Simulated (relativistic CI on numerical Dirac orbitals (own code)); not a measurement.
**One change at a time: Er²²⁺**

Base calculation: Dirac-Coulomb-Breit CI, orbitals from a KLI potential per configuration, a model potential for QED, unscaled Slater integrals.

CI space (outside the closed core [Ar] 3d10): 4s2 4p6 4d10, 4s2 4p6 4d9 4f, 4s2 4p5 4d10 4f, 4s2 4p6 4d9 5s, 4s 4p6 4d10 4f, 4s2 4p6 4d9 5p, 4s2 4p6 4d9 5d, 4s2 4p5 4d10 5s, 4s2 4p6 4d9 5f, 4s2 4p5 4d10 5p, 4s2 4p6 4d9 6s, 4s2 4p6 4d9 5g, 4s2 4p6 4d9 6p, 4s2 4p6 4d9 6d, 4s2 4p5 4d10 5d, 4s 4p6 4d10 5s, 4s2 4p6 4d9 6f, 4s2 4p6 4d9 7s, 4p6 4d10 4f2, 4p6 4d9 4f3, 4p5 4d10 4f3, 4p6 4d9 4f2 5s, 4p6 4d9 4f2 5p, 4p6 4d9 4f2 5d. Double excitations out of closed p, d and f shells are left out; levels of such configurations are missing from the list, as are those of other unlisted configurations, and high levels can miss mixing partners. These lack a partner that the ground configuration has and come out too high: 4s2 4p5 4d10 5s, 4s2 4p6 4d9 5f, 4s2 4p5 4d10 5p, 4s2 4p6 4d9 6s, 4s2 4p6 4d9 5g.

Variants: (1) P86 correlation estimate; (2) QED terms removed; (3) non-relativistic limit. Shifts of the energy above 4s2 4p6 4d10 1S_0, in cm⁻¹, for the lowest level and the first level of each name with at least 55 % of one term (blank where a level changes its place among those of its configuration and J or its character, or is not in the variant):

```csv
Level,Base,Δ(1),Δ(2),Δ(3)
4s2 4p6 4d10 1S_0,0,0,0,0
4s2 4p6 4d9 4f 3P°_0,1287782,+900,+69,+3241
4s2 4p6 4d9 4f 3P°_1,1299773,+900,+45,-8750
4s2 4p6 4d9 4f 3P°_2,1323837,+900,+3,-32815
4s2 4p6 4d9 4f 3H°_5,1335928,+899,+62,-7820
4s2 4p6 4d9 4f 3H°_6,1339444,+899,+2,-11336
4s2 4p6 4d9 4f 3F°_3,1355320,+900,+56,
4s2 4p6 4d9 4f 3F°_4,1371415,+900,-3,-17418
4s2 4p6 4d9 4f 3G°_5,1384106,+899,-3,
4s2 4p6 4d9 4f 3D°_1,1388093,+899,-47,-34280
4s2 4p6 4d9 4f 3H°_4,1414056,+899,-115,
4s2 4p6 4d9 4f 3F°_2,1430346,+900,-154,-76349
4s2 4p6 4d9 4f 3G°_3,1450570,+899,-172,-72311
4s2 4p6 4d9 4f 1F°_3,1468562,+899,-148,-59990
```

At this charge energies of transitions that change n are usually good to better than 1 %, and those within a shell (Δn = 0) to a few per cent.

Ionisation energy from the two ground configurations alone: base 769.496 eV; P86 correlation estimate 771.511 eV. The NIST ASD value (theoretical) is 770 eV.

LS names give the leading component of a level, which can be under half, so a name can repeat, a term be missing and a line seem to break the LS rules.
